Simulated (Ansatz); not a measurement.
Start from `F[CH2][GaH][F]` and change one atom or group to get `[CH3][GaH][F]`.

Ansatz, PBE0-D4/def2-TZVP geometries, multiplicity 1. Each molecule was computed in one conformer, which needn't be the lowest.

Scalar relativity is left out up to krypton.

| property | `F[CH2][GaH][F]` |
| --- | --- |
| HOMO–LUMO gap (B3LYP/def2-TZVPP) / eV | 6.35 |
| HOMO energy (PBE/def2-TZVPP) / eV | -6.86 |
| LUMO energy (ωB97M-V/def2-TZVPP) / eV | 0.26 |
| HOMO energy (PBE0/def2-TZVPP) / eV | -8.29 |
| size of the dipole moment (ωB97M-V/def2-TZVPP) / D | 0.77 |
| LUMO energy (PBE/def2-TZVPP) / eV | -2.21 |

Q: What does the change do to each property? (Estimate.)

A: The calculation gave: 
```csv
property,`[CH3][GaH][F]`,shift
HOMO–LUMO gap (B3LYP/def2-TZVPP) / eV,6.80,0.45
HOMO energy (PBE/def2-TZVPP) / eV,-7.08,-0.22
LUMO energy (ωB97M-V/def2-TZVPP) / eV,0.56,0.30
HOMO energy (PBE0/def2-TZVPP) / eV,-8.44,-0.15
size of the dipole moment (ωB97M-V/def2-TZVPP) / D,2.64,1.87
LUMO energy (PBE/def2-TZVPP) / eV,-1.91,0.30
```

With PBE0 the HOMO falls by 0.15 eV and the LUMO rises by 0.31 eV, so the gap widens by about 0.46 eV. PBE moves the HOMO by -0.22 eV and ωB97M-V by -0.12 eV. Dipoles are sizes alone; their direction can turn.

B3LYP here is the variant with VWN-RPA as its local correlation; programs differ in this.
